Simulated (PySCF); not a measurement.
BrFH3NOSi, SMILES N[Si](Br)(O)F. Geometry optimised at PBE-D3(BJ)/def2-SVP. This is a generated structure with no PubChem entry under its InChIKey; it may be hypothetical. The values are those of a single conformer.

Method: PBE-D3(BJ)/def2-SVP run with PySCF 2.14.0.

Harmonic wavenumbers (cm⁻¹): 154, 176, 202, 251, 259, 309, 373, 434, 478, 765, 798, 855, 913, 966, 1490, 3488, 3583, 3739. Rotational constants (GHz): 3.787, 1.483, 1.462; symmetry number 1.

### Question
Work out the zero-point energy and the ideal-gas rigid-rotor harmonic-oscillator thermochemistry at 298.15 K and 1 atm.

### Answer
ZPE = ½ Σ hcν = ½ × 19232 cm⁻¹ = 27.49 kcal/mol. H − E(el) = 32.59 kcal/mol. Entropy in cal/(mol K): translation 41.12, rotation 28.06, vibration 15.37, total 84.55. G − E(el) = 7.38 kcal/mol. Cp = 25.85 cal/(mol K).
